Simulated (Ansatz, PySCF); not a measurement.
Species: C₂F₅, net charge 0, doublet state. It need not be the lowest isomer of its formula. 
Geometry from a B3LYP-D3(BJ)/def2-TZVP (Ansatz, a first-principles code) optimisation:
```
C
F 1 1.3353
F 1 1.3353 2 109.29
F 1 1.3472 2 108.06 3 117.37
C 1 1.5180 2 109.84 4 122.07
F 5 1.3204 1 114.39 2 174.49
F 5 1.3204 6 112.11 1 -132.36
```
Charge 0, spin multiplicity 2.

Dipole moments at this geometry, in debye (magnitudes).

| level | program | dipole (D) |
|---|---|---|
| PBE/def2-TZVPD | Ansatz | 0.45 |
| BLYP/def2-TZVPD | Ansatz | 0.46 |
| revPBE/def2-TZVPD | Ansatz | 0.44 |
| r2SCAN/def2-TZVPD | Ansatz | 0.46 |
| B97M-V/def2-TZVPD | Ansatz | 0.47 |
| B3LYP/def2-TZVPD | Ansatz | 0.50 |
| TPSSh/def2-TZVPD | PySCF | ___ |
| HSE06/def2-TZVPD | Ansatz | 0.49 |
| LC-wPBE/def2-TZVPD | Ansatz | ___ |

Task: Complete the blanks.

Result: 
- TPSSh/def2-TZVPD, dipole (D): 0.47
- LC-wPBE/def2-TZVPD, dipole (D): 0.51
